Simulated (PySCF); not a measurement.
C6H5O, SMILES Oc1c[c]ccc1, multiplicity 2. Atoms are numbered in the order given.

```xyz
12

O      0.0264    -2.2846     0.0000
C     -0.0045    -0.9250     0.0000
C     -1.2753    -0.2952     0.0000
C     -1.2770     1.0843     0.0000
C     -0.1715     1.9195     0.0000
C      1.0808     1.2674     0.0000
C      1.1646    -0.1332     0.0000
H      0.9584    -2.5724     0.0000
H     -2.1859    -0.9140     0.0000
H     -0.2439     3.0174     0.0000
H      2.0070     1.8645     0.0000
H      2.1511    -0.6252     0.0000
```
Charge 0, spin multiplicity 2.

Coordinates come from a PBE-D3(BJ)/def2-SVP optimisation. The isomer is the one that the SMILES or the coordinates give; other isomers of the formula were not compared. Other conformers were not sampled.

The numbers are results of PBE/pcH-1 (PySCF), not measurements.

Unrestricted Kohn–Sham, ⟨S²⟩ = 0.756. Hyperfine tensors hold the contact and dipolar terms, without spin-orbit corrections.

Computed hyperfine couplings:
```csv
nucleus,A(iso) (MHz),A(iso) (G),dipolar principal values (MHz)
17O no. 1,-12.3,-4.4,"-1.3, 0.0, 1.4"
13C no. 2,64.7,23.1,"-5.1, -3.0, 8.1"
13C no. 3,17.6,6.3,"-12.8, -1.5, 14.3"
13C no. 4,372.7,133.0,"-77.5, -62.0, 139.5"
13C no. 5,12.3,4.4,"-13.0, -2.3, 15.3"
13C no. 6,58.2,20.8,"-5.8, -2.9, 8.7"
13C no. 7,-5.9,-2.1,"-5.4, 1.9, 3.5"
1H no. 8,7.9,2.8,"-1.3, -0.9, 2.2"
1H no. 9,61.4,21.9,"-6.4, -5.3, 11.6"
1H no. 10,48.8,17.4,"-6.5, -5.3, 11.8"
1H no. 11,23.4,8.3,"-2.9, -2.0, 5.0"
1H no. 12,3.6,1.3,"-1.5, 0.2, 1.3"
```
